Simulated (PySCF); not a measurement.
Work out the structure from these simulated measurements.

Formula: C4H6GeOS.

- Valence photoelectron: vertical ionisation energy: 8.20 eV [ΔSCF CAM-B3LYP/def2-SVPD]
- Rotational structure: rotational constants A, B, C: 4.943, 0.660, 0.586 GHz [PBE0-D3(BJ)/def2-SVP]
- Triplet: lowest triplet excitation (Tamm–Dancoff): 3.69 eV [TDA CAM-B3LYP/def2-SVPD]
- Polarisability: 96.7 au [CAM-B3LYP/def2-SVPD]
- NMR, other nuclei: isotropic shieldings of nuclei other than C and H, by class: 245 (1 O), 321 (1 S), 1419 (1 Ge) ppm [GIAO PBE0/pcSseg-1]
- UV, strongest line: among the 10 lowest singlet transitions: S5 at 6.00 eV (206 nm, f = 0.097) [TDDFT CAM-B3LYP/def2-SVPD]
- UV, first state: lowest singlet excitation: 5.35 eV (232 nm, f = 0.085) [TDDFT CAM-B3LYP/def2-SVPD]
- 13C NMR: chemical shifts (computed TMS as zero) by class: 164.3 (1 C), 132.4 (1 C), 127.0 (1 C), 102.1 (1 C) ppm [GIAO PBE0/pcSseg-1]
- 1H NMR: chemical shifts (computed TMS as zero) by class: 6.97 (1 H), 6.85 (1 H), 5.71 (1 H), 5.20 (3 H) ppm [GIAO PBE0/pcSseg-1]

The electronic properties come from PySCF, for the isolated species, density fitting. Levels stand in brackets. Geometry: PBE0-D3(BJ)/def2-SVP, one conformer, isolated molecule. Relativistic effects, spin–orbit coupling among them, are left out although an element past zinc is present. Each NMR value is the plain mean over a class of atoms that symmetry, rotation or inversion makes alike.

Question: Give a SMILES that accounts for the data.

Answer: Numbering: `[GeH3:1][O:2][c:3]1[cH:4][cH:5][s:6][cH:7]1`. 4 carbons fall into 4 classes; from least to most shielded: aromatic carbon bearing oxygen [C3] (164.3 ppm), aromatic CH next to a ring sulfur [C5] (132.4 ppm), aromatic CH carbon [C4] (127.0 ppm), aromatic CH next to a ring sulfur [C7] (102.1 ppm). Hydrogen classes from least to most shielded: 1 H on an aromatic CH next to a ring sulfur, C5 (6.97 ppm), 1 H on an aromatic CH carbon, C4 (6.85 ppm), 1 H on an aromatic CH next to a ring sulfur, C7 (5.71 ppm), 3 H on a germanium bonded to O and 3 H, Ge1 (5.20 ppm). The other shieldings belong to: 245 ppm, oxygen bonded to C and Ge [O2]; 321 ppm, thiophene-type sulfur [S6]; 1419 ppm, germanium bonded to O and 3 H [Ge1]. The first electron is taken from the HOMO, whose largest Löwdin shares are 0.22 on an aromatic CH next to a ring sulfur, 0.21 on the thiophene-type sulfur, 0.18 on the aromatic carbon bearing oxygen and 0.18 on the oxygen bonded to C and Ge. The optimised geometry has point group Cs and is an asymmetric top. Structure: `[GeH3][O]c1ccsc1`. The assignments are read from this structure; whether some other isomer fits the data as well wasn't checked. NMR values of atoms bound to Ge lack the spin–orbit term that these neighbours bring.

Shape of the structure used: `[GeH3:1][O:2][c:3]1[cH:4][cH:5][s:6][cH:7]1`: Ge1–O2–C3–C4 180°.
